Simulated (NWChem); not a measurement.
Correlation energy of Sb

SMILES: [Sb]
```xyz
1

Sb     0.0000     0.0000     0.0000
```
Charge 0, spin multiplicity 4.

Program: NWChem.

Basis set: def2-SVP. Each correlation energy counts from its own Hartree-Fock reference.

Effective core potentials replace the inner electrons of Sb; spin-orbit coupling is left out. The correlated methods keep 4 core orbitals frozen. No SCF solution was tested for a lower state. Open-shell Hartree-Fock references start from PBE0 orbitals. Coupled-cluster values serve here as a point of comparison, not as the truth.

Order these methods by the correlation energy they give, lowest first: UMP2, SCS-UMP2, CCSD on UHF, CCSD[T] on UHF, CCSD[T] on ROHF.

CCSD[T] on ROHF (-80.7 mHa), CCSD[T] on UHF (-79.1 mHa), CCSD on UHF (-77.9 mHa), UMP2 (-65.3 mHa), SCS-UMP2 (-60.8 mHa)
